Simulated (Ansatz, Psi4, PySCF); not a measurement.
tert-butylthiol (C4H10S), singlet, at a GFN2-xTB geometry. Base run: CCSD(T)/STO-3G in PySCF.

Input for PySCF:
```python
from pyscf import gto, scf, cc

mol = gto.M(
    atom='''
C    -0.287286    1.208235   -1.112642
C    -0.253099   -0.049261   -0.254432
C     0.153838   -1.267818   -1.072058
C    -1.593920   -0.276887    0.431907
S     0.985704    0.193790    1.109254
H    -1.051131    1.110377   -1.882389
H    -0.518958    2.078889   -0.503196
H     0.672208    1.373580   -1.599654
H     0.233570   -2.145094   -0.433962
H    -0.592453   -1.464207   -1.840190
H     1.114156   -1.107101   -1.558993
H    -1.548635   -1.154492    1.073162
H    -1.858052    0.582283    1.044695
H    -2.373501   -0.427972   -0.312274
H     2.034344    0.367480    0.308083
''',
    basis='sto-3g',
    charge=0,
    spin=0,
    verbose=3,
)

mf = scf.RHF(mol)
mf.kernel()

mycc = cc.CCSD(mf)
mycc.kernel()
et = mycc.ccsd_t()
print('E(CCSD(T)) = %.10f' % (mycc.e_tot + et))
```

The same geometry, method and basis name were run in Ansatz (a program for electronic structure) and Psi4 and PySCF, at each program's defaults and at the settings that a row names. The base is PySCF at its defaults. Differences at the defaults can come from grids, fitting, cores and function types together.

```json
[
 {"code and settings": "PySCF, defaults (exact integrals, spherical functions, all electrons correlated)", "ΔE vs base (mEh)": "0.000", "basis functions": "39", "E (Eh)": "-548.94759", "SCF cycles": "8"},
 {"code and settings": "Psi4, defaults (exact integrals, spherical functions, all electrons correlated)", "ΔE vs base (mEh)": "0.000", "basis functions": "39", "E (Eh)": "-548.94759", "SCF cycles": "9"},
 {"code and settings": "Ansatz, defaults (factorised integrals, spherical functions, frozen core)", "ΔE vs base (mEh)": "2.312", "basis functions": "39", "E (Eh)": "-548.94528", "SCF cycles": "-"},
 {"code and settings": "PySCF, frozen core", "ΔE vs base (mEh)": "2.284", "basis functions": "39", "E (Eh)": "-548.94531", "SCF cycles": "8"},
 {"code and settings": "Psi4, exact integrals, spherical functions, frozen core", "ΔE vs base (mEh)": "2.284", "basis functions": "39", "E (Eh)": "-548.94531", "SCF cycles": "9"},
 {"code and settings": "Ansatz, high accuracy, frozen core", "ΔE vs base (mEh)": "2.284", "basis functions": "39", "E (Eh)": "-548.94531", "SCF cycles": "-"}
]
```
